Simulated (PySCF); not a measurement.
**Dipole response of Sb²⁺ (antimony, charge +2)**

[Kr] 4d10 5s2 5p1, 2P determinant. Calculation: PySCF 2.14, in aug-cc-pVQZ-PP with ECP28MDF (7s7p5d3f2g, 92 functions); a scalar-relativistic core potential. Coupled (time-dependent) response in atomic units; α is the mean over directions.

| method | mean α (bohr³) | α xx, yy, zz | C₆ (like pair) | S(−4) |
| --- | --- | --- | --- | --- |
| UHF | 16.93 | 16.93, 16.91, 16.93 | 105.1 | 87.43 |
| PBE | 15.53 | 15.19, 16.21, 15.19 | 94.68 | 71.63 |
| PBE0 | 15.78 | 15.56, 16.21, 15.56 | 96.54 | 73.84 |

S(−4) is the Cauchy moment in α(ω) = α(0) + S(−4) ω² + …

Spin-orbit coupling is absent.

α(iu) at UHF:

```tsv
u (hartree)	α(iu) (bohr³)
0	16.93
0.0500	16.71
0.100	16.10
0.200	14.09
0.300	11.76
0.500	7.930
0.750	5.148
1.00	3.658
1.50	2.222
2.00	1.547
3.00	0.9000
5.00	0.4141
```

A single London oscillator, α(iu) = α/(1 + u²/ω²), gives C₆ = (3/4) ω α². Matching the computed C₆ needs ω = 4 × 105.1 / (3 × 16.93²) = 0.489 hartree.

For an ion, C₆ is the dispersion term alone; charge-induced terms of lower order in 1/R come first.

The components differ because the open shell of this determinant is not spherical; for a pure term their mean is the scalar polarisability.

Energies and moments cover only the electrons outside the core potential.
